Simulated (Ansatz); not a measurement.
CdCl₃⁻. The state is a singlet with charge -1. Geometry PBE0-D4/def2-SVPD, basis def2-TZVPD, Ansatz.

| atom | x (Å) | y (Å) | z (Å) |
| --- | --- | --- | --- |
| Cd1 | -0.0006 | -0.0002 | -0.0005 |
| Cl2 | 0.4258 | -1.9298 | 1.3992 |
| Cl3 | -1.0393 | 1.9731 | 0.9434 |
| Cl4 | 0.6141 | -0.0432 | -2.3421 |

```json
{"run": "A", "HOMO (eV)": "-3.73", "LUMO (eV)": "2.06"}
{"run": "B", "HOMO (eV)": "-6.85", "LUMO (eV)": "4.31"}
{"run": "C", "HOMO (eV)": "-3.11", "LUMO (eV)": "1.88"}
{"run": "D", "HOMO (eV)": "-3.20", "LUMO (eV)": "1.73"}
{"run": "E", "HOMO (eV)": "-2.74", "LUMO (eV)": "1.70"}
{"run": "F", "HOMO (eV)": "-2.80", "LUMO (eV)": "1.59"}
```

In the def2 sets Cd takes a core potential; there is no spin–orbit coupling. LC-ωPBE has ω = 0.4 bohr⁻¹. HSE06 is defined as in plane-wave codes, on full-range PBE exchange. The structure comes from a short search, and lower isomers may exist.

**Question.** The runs used B97M-V, HSE06, LC-ωPBE, PBE, r2SCAN, revPBE. Estimate which is which.

**Answer.** A HSE06 (range-separated); B LC-ωPBE (range-separated); C r2SCAN (0 % exact exchange); D B97M-V (0 % exact exchange); E revPBE (0 % exact exchange); F PBE (0 % exact exchange). Exact exchange lowers occupied and raises empty levels; among semilocal functionals meta-GGAs tend to open the gap a little, and such runs are hard to tell apart. The gap grows from 4.39 eV (PBE) to 11.16 eV (LC-ωPBE).
